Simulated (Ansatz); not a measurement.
**Cost against result**

Saddle point of Si2H6Cl2, singlet (Si₂H₅Cl ([SiH3][SiH2][Cl]) + HCl → SiH₃Cl ([SiH3][Cl]) + SiH₃Cl ([SiH3][Cl]); bonds formed: Si1–H6, Si2–Cl7; bonds broken: Si1–Si2, H6–Cl7), PBE0-D4/def2-TZVP structure:

```xyz
10
angstrom
Si -0.9742 0.3460 -0.8895
Si 0.7320 -0.6556 0.7675
H -0.9024 -0.7846 -1.8395
H -0.9363 1.6571 -1.5737
Cl -2.6506 0.2665 0.2674
H 0.5155 0.7987 -0.0900
Cl 1.9892 1.5777 0.4043
H 0.6707 -0.2567 2.1825
H -0.3715 -1.6665 0.5919
H 1.9277 -1.2828 0.1791
```

Barriers are electronic and count from the start structure reached by relaxing down the imaginary mode.

Computed with Ansatz 0.2.0 (basis: as named in each row); correlated methods freeze the cores. B3LYP uses VWN-RPA correlation. Extrapolation: Hartree–Fock as exp(−7.88 √X), correlation as X^−2.97.

Times are rough, for one single point on 4 threads of a shared host (Intel Xeon).

The estimate by CCSD(T) at an estimated basis limit (MP2 extrapolated from triple and quadruple zeta, plus CCSD(T) − MP2 in triple zeta) is 40.63 kcal/mol.

```tsv
method	basis	time (s)	barrier (kcal/mol)	method less estimate
HF	STO-3G	under 1	89.93	49.30
PBE-D4	STO-3G	under 1	51.79	11.16
SPW92	def2-SVP	under 1	28.63	-11.99
B3LYP-D4	6-31G	1	50.61	9.98
PBE-D4	def2-SVP	1	34.71	-5.91
PBE0-D4	def2-SVP	1	39.76	-0.86
SPW92	def2-TZVPP	2	25.75	-14.87
PBE-D4	def2-TZVPP	3	31.75	-8.88
BLYP-D4	def2-TZVPP	3	35.01	-5.62
CCSD(T)	def2-SVP	3	51.54	10.91
BHLYP-D4	def2-TZVPP	4	43.37	2.75
wB97M-V	def2-SVP	4	43.25	2.63
r2SCAN-D4	def2-TZVPP	5	34.14	-6.49
PBE0-D4	def2-TZVPP	5	36.23	-4.40
B3LYP-D4	def2-TZVPP	6	38.47	-2.16
CAM-B3LYP-D4	def2-TZVPP	6	41.51	0.89
RPA on PBE	def2-TZVPP	6	43.40	2.78
r2SCAN0-D4	def2-TZVPP	6	37.38	-3.25
B2PLYP	def2-TZVPP	8	40.82	0.20
PBE-QIDH	def2-TZVPP	8	39.72	-0.90
B97M-V	def2-TZVPP	8	38.79	-1.84
wB97X-V	def2-TZVPP	11	42.10	1.48
wB97M-V	def2-TZVPP	11	39.75	-0.88
MP2	def2-QZVPP	23	38.83	-1.79
CCSD(T)	def2-TZVPP	92	43.02	2.40
```

All methods are single points on the PBE0-D4 structures.

T1 diagnostic: at most 0.013.

Labels in which every atom is bracketed show which atoms are joined, not bond orders.
